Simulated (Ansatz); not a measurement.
Ansatz results at the PBE0-D4/def2-TZVP geometry: LUMO energy (ωB97M-V/def2-TZVPP) 2.55 eV; LUMO energy (PBE/def2-TZVPP) -0.56 eV; HOMO energy (PBE/def2-TZVPP) -7.34 eV.

Each molecule was computed in one conformer, which needn't be the lowest.

Problem. Which molecule gave them?
A. `NB([SeH])CO`
B. `CC(F)(F)CCl`
C. `F[SiH2][SnH]1[CH2][S]1`
D. `C[CH](F)[AlH2]`

Solution. B. The others give `C[CH](F)[AlH2]`: -0.04, -2.38, -6.10; `F[SiH2][SnH]1[CH2][S]1`: 0.01, -2.37, -5.46; `NB([SeH])CO`: 1.79, -0.59, -5.69.
